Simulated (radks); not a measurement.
Results of a calculation; reference values are marked as such.
Fractional charge and spin in the 3p shell of calcium: the spin-up occupation runs from 2 to 3 and the spin-down occupation from 2 to 3; the fullest corner is Ca+, [Ne] 3s2 4s(up 0.5, down 0.5) 3p(up 3, down 3). Level of theory: non-relativistic Kohn-Sham, BLYP, spin-polarised, spherical densities, point nucleus (a radial shooting solver on a logarithmic mesh with Libxc functionals). Energy (eV) minus the two flat planes that join the four corners (they meet along the diagonal where the two added fractions sum to one electron); zero is where a piecewise linear energy would lie.

| down \ up | 2 | 2.25 | 2.5 | 2.75 | 3 |
|---|---|---|---|---|---|
| 2 | 0.000 | -1.512 | -2.006 | -1.496 | 0.000 |
| 2.25 | -1.512 | -1.917 | -1.324 | 0.250 | -1.380 |
| 2.5 | -2.006 | -1.324 | 0.334 | -1.218 | -1.827 |
| 2.75 | -1.496 | 0.250 | -1.218 | -1.749 | -1.360 |
| 3 | 0.000 | -1.380 | -1.827 | -1.360 | 0.000 |

Corners above the fullest one (they belong to Ca2+ and the next ion): (up 3, down 2) 41.898 eV, (up 2, down 3) 41.898 eV, (up 2, down 2) 100.48 eV. With half an added electron in each spin the energy lies 0.334 eV from the planes, and with half an added electron in spin up alone -2.006 eV. The planes are only a guide here: the flat-plane condition holds for ground states with one frontier orbital, while this shell lies below other occupied shells, so the corners above the fullest one are inner-hole states and not the ground states of those ions.
